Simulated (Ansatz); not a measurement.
Program: Ansatz 0.2.0.

A structure relaxed at PBE0-D4/def2-TZVP, charge 0, multiplicity 1:

```csv
atom,x (Å),y (Å),z (Å)
C1,0.500,1.584,-0.019
O2,-0.109,0.477,-0.652
Ge3,-0.539,-0.964,0.257
O4,-1.002,-2.169,-0.924
Cl5,1.220,-1.585,1.333
H6,-0.163,2.044,0.725
H7,0.715,2.326,-0.790
H8,1.438,1.307,0.471
H9,-1.689,-0.779,1.244
H10,-0.372,-2.240,-1.646
```

Give its formula and SMILES.

CH5ClGeO2, `C[O][GeH]([OH])[Cl]`.

Summarise the bond lengths by kind.

1 × C–O 1.413 Å; 3 × C–H 1.091 to 1.097 Å; 2 × Ge–O 1.750 to 1.758 Å; 1 × Cl–Ge 2.153 Å; 1 × Ge–H 1.526 Å; 1 × H–O 0.961 Å.
